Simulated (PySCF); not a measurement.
Species: C₆H₇NOSi.
SMILES: `O=C[SiH2]c1ccncc1`

The calculation used PySCF, TDDFT B3LYP/def2-SVPD, vertical, gas phase, core orbitals frozen in the response. One conformer (not necessarily the lowest) at the GFN2-xTB geometry, without solvent, vibrations or thermal averaging. Torsions of this conformer, `[O:1]=[CH:2][SiH2:3][c:4]1[cH:5][cH:6][n:7][cH:8][cH:9]1`: O1–C2–Si3–C4 62°, C2–Si3–C4–C5 -41°.

**Question.** List the vertical singlet excitations with oscillator strengths and describe the spectrum.

**Answer.** 

```tsv
state	E (eV)	λ (nm)	f	|μ| (D)	main configurations (H = HOMO, L = LUMO)
S1	3.11	398.7	0.0038	0.57	H→L (80%), H-1→L (15%)
S2	4.21	294.2	0.0095	0.77	H-1→L (63%), H→L (14%), H-1→L+1 (12%)
S3	4.65	266.6	0.0023	0.36	H→L+1 (59%), H-1→L (20%), H-1→L+1 (18%)
S4	4.68	264.8	0.0051	0.54	H-2→L (98%)
S5	4.89	253.4	0.0001	0.07	H→L+2 (50%), H-1→L+2 (48%)
S6	4.98	248.9	0.042	1.49	H-1→L+1 (67%), H→L+1 (26%)
S7	5.32	233.2	0.026	1.13	H-3→L (95%)
S8	5.38	230.6	0.012	0.77	H-2→L+1 (40%), H-1→L+2 (28%), H→L+2 (24%)
```

Triplets, Tamm–Dancoff:

```csv
state,E (eV),λ (nm),"main configurations (H = HOMO, L = LUMO)"
T1,2.47,502.9,"H→L (76%), H-1→L (17%)"
T2,3.74,331.3,"H-1→L+1 (35%), H-1→L (29%), H→L+1 (24%)"
T3,4.23,293.0,"H-2→L+2 (27%), H-3→L+1 (18%), H-2→L+1 (18%)"
```

The lowest singlet lies at 3.11 eV (399 nm, visible) and is very weak; its leading configuration is HOMO→LUMO (80%). The strongest level in the table is S6 at 4.98 eV (249 nm, f = 0.042). Löwdin shares by element: HOMO oxygen 37%, carbon 15% or more, nitrogen 14%, silicon 9% (atoms not listed hold the other 25%); LUMO carbon 37% or more, oxygen 29%, silicon 13%, hydrogen 5% or more (atoms not listed hold the other 16%). The oscillator strengths of these states sum to 0.100; summed over the whole spectrum of an exact calculation they would give the number of electrons, 72 (Thomas–Reiche–Kuhn). Orbital energies (eV): HOMO-3 -8.37, HOMO-2 -7.65, HOMO-1 -7.31, HOMO -6.99, LUMO -2.29, LUMO+1 -1.42, LUMO+2 -0.94. The listed states span 2.27 eV, and the widest gap between neighbours is 1.10 eV (S1 to S2). S1 lies in the visible range (380 to 750 nm), at 399 nm, f = 0.0038; light of that wavelength is violet, and its complementary colour is yellow-green; a Tamm–Dancoff triplet lies at 503 nm, without intensity as long as spin–orbit coupling is left out. Singlets were solved by full linear response, triplets in the Tamm–Dancoff approximation.
